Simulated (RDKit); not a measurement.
A run for RDKit: UFF on FGeH3Te (SMILES F[Te][GeH3]), a point of a torsion scan.

```python
from rdkit import Chem
from rdkit.Chem import AllChem, rdDetermineBonds

blocks = [
'''6

F     2.57818053    0.66534687   -0.22262681
Te    1.64356830   -1.03856703    0.24217903
Ge   -0.65693870   -0.03110130    0.04401714
H    -0.78490375    0.91092165   -1.10957552
H    -1.13775363    0.70262294    1.26425422
H    -1.62594837   -1.15353305   -0.17313580
''',
]
mol = None
for b in blocks:
    f = Chem.MolFromXYZBlock(b)
    rdDetermineBonds.DetermineBonds(f, charge=0)
    mol = f if mol is None else Chem.CombineMols(mol, f)
Chem.SanitizeMol(mol)
print(Chem.MolToSmiles(Chem.RemoveHs(mol)))
ff = AllChem.UFFGetMoleculeForceField(mol, vdwThresh=100.0, ignoreInterfragInteractions=False)
e = ff.CalcEnergy()
print(f'UFF energy {e:.6f} kcal/mol')
```

It printed:

```
F[Te][GeH3]
UFF energy 2.445698 kcal/mol
```

The run finished.

Cost: around 0.010 core-seconds (rough).
